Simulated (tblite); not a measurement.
Isomers of C4H13ClSi2. Computed values, GFN2-xTB/tblite, gas phase, harmonic and unscaled. The method is semi-empirical: single wavenumbers can be off by several per cent or more. Modes of hydrogen on silicon can be 10 to 20 % off. One conformer each.

Electronic energies: GFN2-xTB at the same geometries; isomer energies are rough at this level and their order can be wrong.

| SMILES | electronic energy, lowest = 0 (kJ/mol) |
| --- | --- |
| CC[Si@@H](CCl)[SiH2]C | 65.5 |
| [SiH3]C([SiH3])CCCCl | 0.0 |
| CC[Si@H](C)[SiH2]CCl | 67.3 |
| CC[Si@@H](C[SiH3])CCl | 45.4 |

Question: How do GFN2-xTB zero-point energies change the relative energies?

Answer: 
```csv
SMILES,ZPE (kJ/mol),of it from modes above 1550 cm⁻¹,electronic (kJ/mol),"with ZPE, lowest = 0 (kJ/mol)",lowest mode (cm⁻¹),rings
[SiH3]C([SiH3])CCCCl,392.2,204.7,0.0,0.0,29,0
CC[Si@@H](C[SiH3])CCl,399.6,215.0,45.4,52.9,33,0
CC[Si@@H](CCl)[SiH2]C,404.9,218.9,65.5,78.3,6,0
CC[Si@H](C)[SiH2]CCl,405.1,218.8,67.3,80.3,20,0
```

The zero-point energies span 12.9 kJ/mol, from `[SiH3]C([SiH3])CCCCl` to `CC[Si@H](C)[SiH2]CCl`. The order is unchanged.
